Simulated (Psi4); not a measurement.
Psi4 input (wB97X-D/6-311+G**):

```
memory 1500 MB

molecule {
0 2
C    -0.01202500    0.01427600   -0.50049700
N     0.01768900   -0.02100000    0.73622100
H     0.86542600    0.31503100   -1.08858400
H    -0.91709600   -0.25369000   -1.06197800
symmetry c1
no_reorient
no_com
}

set {
  basis 6-311+G**
  reference uks
  scf_type pk
  dft_radial_points 99
  dft_spherical_points 590
  e_convergence 1e-8
  d_convergence 1e-7
  maxiter 150
}

e = energy('wb97x-d')
print_out(f'\nFINAL {e:.10f} DIPOLE {variable("CURRENT DIPOLE")[0]:.6f} {variable("CURRENT DIPOLE")[1]:.6f} {variable("CURRENT DIPOLE")[2]:.6f}\n')
```

Output:

```
   => Loading Basis Set <=

    Name: 6-311+G**
    Role: ORBITAL
    Keyword: BASIS
    atoms 1   entry C          line   129 file 6-311pgss.gbs
    atoms 2   entry N          line   150 file 6-311pgss.gbs
    atoms 3-4 entry H          line    42 file 6-311pgss.gbs

   => WB97X-D: Empirical Dispersion <=

    Chai and Head-Gordon Dispersion Correction
    Chai, J.-D.; Head-Gordon, M. (2010), J. Chem. Phys., 132: 6615-6620

        s6 =       1.000000

         ---------------------------------------------------------
                                   SCF
               by Justin Turney, Rob Parrish, Andy Simmonett
                          and Daniel G. A. Smith
                              UKS Reference
         ---------------------------------------------------------

  ==> Geometry <==

    Molecular point group: c1
    Full point group: C1

    Geometry (in Angstrom), charge = 0, multiplicity = 2:

       Center              X                  Y                   Z               Mass
    ------------   -----------------  -----------------  -----------------  -----------------
         C           -0.012025000000     0.014276000000    -0.500497000000    12.000000000000
         N            0.017689000000    -0.021000000000     0.736221000000    14.003074004430
         H            0.865426000000     0.315031000000    -1.088584000000     1.007825032230
         H           -0.917096000000    -0.253690000000    -1.061978000000     1.007825032230

  Running in c1 symmetry.

  Rotational constants: A =      9.55395  B =      1.30230  C =      1.14608 [cm^-1]
  Rotational constants: A = 286420.06654  B =  39042.09344  C =  34358.64557 [MHz]
  Nuclear repulsion =   27.655157758788455

  Charge       = 0
  Multiplicity = 2
  Electrons    = 15
  Nalpha       = 8
  Nbeta        = 7

  ==> Algorithm <==

  SCF Algorithm Type is PK.
  DIIS enabled.
  MOM disabled.
  Fractional occupation disabled.
  Guess Type is SAD.
  Energy threshold   = 1.00e-08
  Density threshold  = 1.00e-07
  Integral threshold = 1.00e-12

  ==> Primary Basis <==

  Basis Set: 6-311+G**
    Blend: 6-311+G**
    Number of shells: 28
    Number of basis functions: 56
    Number of Cartesian functions: 58
    Spherical Harmonics?: true
    Max angular momentum: 2

  ==> DFT Potential <==

   => LibXC <=

    Version 7.1.2
    S. Lehtola, C. Steigemann, M. J. T. Oliveira, and M. A. L. Marques,  SoftwareX 7, 1–5 (2018) (10.1016/j.softx.2017.11.002)

   => Composite Functional: WB97X-D <=

    wB97X-D Hyb-GGA Exchange-Correlation Functional

    J.-D. Chai and M. Head-Gordon,  Phys. Chem. Chem. Phys. 10, 6615–6620 (2008) (10.1039/B810189B)

    Deriv               =              1
    GGA                 =           TRUE
    Meta                =          FALSE

    Exchange Hybrid     =           TRUE
    MP2 Hybrid          =          FALSE

   => Exchange-Correlation Functionals <=

    1.0000   wB97X-D range-separated functional

   => Exact (HF) Exchange <=

    0.7780            HF,LR [omega = 0.2000]
    0.2220               HF

   => LibXC Density Thresholds  <==

    XC_HYB_GGA_XC_WB97X_D:  1.00E-14

   => Molecular Quadrature <=

    Radial Scheme          =       TREUTLER
    Pruning Scheme         =           NONE
    Nuclear Scheme         =       TREUTLER

    Blocking Scheme        =         OCTREE
    BS radius alpha        =              1
    Pruning alpha          =              1
    Radial Points          =             99
    Spherical Points       =            590
    Total Points           =         227427
    Total Blocks           =           1709
    Max Points             =            256
    Max Functions          =             56
    Weights Tolerance      =       1.00E-15

  ==> Integral Setup <==

  Using in-core PK algorithm.
   Calculation information:
      Number of atoms:                   4
      Number of AO shells:              28
      Number of primitives:             50
      Number of atomic orbitals:        58
      Number of basis functions:        56

      Integral cutoff                 1.00e-12
      Number of threads:                 1

  Performing in-core PK
  Using 3823218 doubles for integral storage.
  We computed 82611 shell quartets total.
  Whereas there are 82621 unique shell quartets.

  Computing range-separated integrals for PK
  We computed 82611 wK shell quartets total.
  Whereas there are 82621 wK unique shell quartets.

  ==> DiskJK: Disk-Based J/K Matrices <==

    J tasked:                  Yes
    K tasked:                  Yes
    wK tasked:                 Yes
    Omega:               2.000E-01
    Schwarz Cutoff:          1E-12


  Cached 100.0% of DFT collocation blocks in 0.341 [GiB].

  Minimum eigenvalue in the overlap matrix is 3.2041298350E-03.
  Reciprocal condition number of the overlap matrix is 5.0935270637E-04.
    Using symmetric orthogonalization.

  ==> Pre-Iterations <==

  SCF Guess: Superposition of Atomic Densities via on-the-fly atomic UHF (no occupation information).

   -------------------------
    Irrep   Nso     Nmo
   -------------------------
     A         56      56
   -------------------------
    Total      56      56
   -------------------------

  ==> Iterations <==

                        Total Energy        Delta E     RMS |[F,P]|

   @UKS iter SAD:   -93.22580212633551   -9.32258e+01   0.00000e+00
   @UKS iter   1:   -93.87310668709760   -6.47305e-01   7.65778e-03 ADIIS/DIIS
   @UKS iter   2:   -93.90131233952323   -2.82057e-02   6.93728e-03 ADIIS/DIIS
   @UKS iter   3:   -93.96737353480228   -6.60612e-02   1.60642e-03 ADIIS/DIIS
   @UKS iter   4:   -93.97115464451070   -3.78111e-03   4.29023e-04 ADIIS/DIIS
   @UKS iter   5:   -93.97182067915577   -6.66035e-04   1.15965e-04 ADIIS/DIIS
   @UKS iter   6:   -93.97193771506730   -1.17036e-04   5.38782e-05 DIIS
   @UKS iter   7:   -93.97197632804433   -3.86130e-05   2.80257e-05 DIIS
   @UKS iter   8:   -93.97199036989312   -1.40418e-05   1.00102e-05 DIIS
   @UKS iter   9:   -93.97199198058107   -1.61069e-06   2.19213e-06 DIIS
   @UKS iter  10:   -93.97199201202537   -3.14443e-08   4.43250e-07 DIIS
   @UKS iter  11:   -93.97199201297829   -9.52923e-10   8.21158e-08 DIIS
  Energy and wave function converged.

  ==> Post-Iterations <==

   Electrons on quadrature grid:
      Nalpha   =    7.9999999951 ; deviation = -4.851e-09
      Nbeta    =    6.9999999961 ; deviation = -3.933e-09
      Ntotal   =   14.9999999912 ; deviation = -8.784e-09

   @Spin Contamination Metric:   1.281088091E-02
   @S^2 Expected:                7.500000000E-01
   @S^2 Observed:                7.628108809E-01
   @S   Expected:                5.000000000E-01
   @S   Observed:                5.000000000E-01

    Orbital Energies [Eh]
    ---------------------

    Alpha Occupied:

       1A    -14.473486     2A    -10.337912     3A     -1.031303
       4A     -0.706887     5A     -0.591693     6A     -0.481774
       7A     -0.445961     8A     -0.354830

    Alpha Virtual:

       9A      0.041668    10A      0.068225    11A      0.091939
      12A      0.093660    13A      0.123347    14A      0.199127
      15A      0.213191    16A      0.224833    17A      0.237697
      18A      0.271927    19A      0.302253    20A      0.396316
      21A      0.538086    22A      0.542016    23A      0.602822
      24A      0.687588    25A      0.708420    26A      0.814606
      27A      0.895845    28A      0.905756    29A      0.950432
      30A      1.081858    31A      1.222977    32A      1.311080
      33A      1.477830    34A      1.482927    35A      1.645132
      36A      1.779843    37A      1.805116    38A      1.809717
      39A      2.060329    40A      2.220910    41A      2.222046
      42A      2.284823    43A      2.521285    44A      2.555354
      45A      2.606298    46A      2.698199    47A      2.913798
      48A      2.922247    49A      3.032034    50A      3.652881
      51A      3.765483    52A      3.947299    53A      3.988305
      54A      4.605480    55A     24.092152    56A     35.693856

    Beta Occupied:

       1A    -14.456178     2A    -10.340328     3A     -0.992970
       4A     -0.685577     5A     -0.559420     6A     -0.451997
       7A     -0.430846

    Beta Virtual:

       8A     -0.024146     9A      0.052578    10A      0.071015
      11A      0.096582    12A      0.097228    13A      0.121453
      14A      0.201738    15A      0.214476    16A      0.242435
      17A      0.242614    18A      0.280645    19A      0.305897
      20A      0.400866    21A      0.545120    22A      0.559788
      23A      0.597352    24A      0.694533    25A      0.709776
      26A      0.817302    27A      0.921261    28A      0.944347
      29A      0.960139    30A      1.084846    31A      1.245214
      32A      1.315115    33A      1.488435    34A      1.489421
      35A      1.671493    36A      1.786629    37A      1.812997
      38A      1.842086    39A      2.127715    40A      2.236491
      41A      2.268029    42A      2.316759    43A      2.527148
      44A      2.563618    45A      2.615185    46A      2.709852
      47A      2.910304    48A      2.946065    49A      3.064526
      50A      3.658996    51A      3.768308    52A      3.977401
      53A      4.080563    54A      4.627758    55A     24.088702
      56A     35.719325

    Final Occupation by Irrep:
              A
    DOCC [     7 ]
    SOCC [     1 ]
    NA   [     8 ]
    NB   [     7 ]

  @UKS Final Energy:   -93.97199201297829

   => Energetics <=

    Nuclear Repulsion Energy =             27.6551577587884552
    One-Electron Energy =                -180.8443949130829367
    Two-Electron Energy =                  68.1489221179764826
    DFT Exchange-Correlation Energy =      -8.9314852371992206
    Empirical Dispersion Energy =          -0.0001917394610592
    VV10 Nonlocal Energy =                  0.0000000000000000
    Total Energy =                        -93.9719920129782906

  UHF NO Occupations:
  HONO-2 :    6  A 1.9991067
  HONO-1 :    7  A 1.9956005
  HONO-0 :    8  A 1.0000000
  LUNO+0 :    9  A 0.0043995
  LUNO+1 :   10  A 0.0008933
  LUNO+2 :   11  A 0.0007481
  LUNO+3 :   12  A 0.0002076

Computation Completed

Properties will be evaluated at   0.000000,   0.000000,   0.000000 [a0]

Properties computed using the SCF density matrix

 Multipole Moments:

 ------------------------------------------------------------------------------------
     Multipole            Electronic (a.u.)      Nuclear  (a.u.)        Total (a.u.)
 ------------------------------------------------------------------------------------

 L = 1.  Multiply by 2.5417464519 to convert [e a0] to [Debye]
 Dipole X            :         -0.0245517            0.0000057           -0.0245461
 Dipole Y            :          0.0291461           -0.0000057            0.0291405
 Dipole Z            :         -1.0216348            0.0000057           -1.0216291
 Magnitude           :                                                    1.0223394

 ------------------------------------------------------------------------------------

FINAL -93.9719920130 DIPOLE -0.024546 0.029140 -1.021629

*** Psi4 exiting successfully. Buy a developer a beer!
```

The geometry given is a B3LYP-D3(BJ)/def2-TZVP minimum.
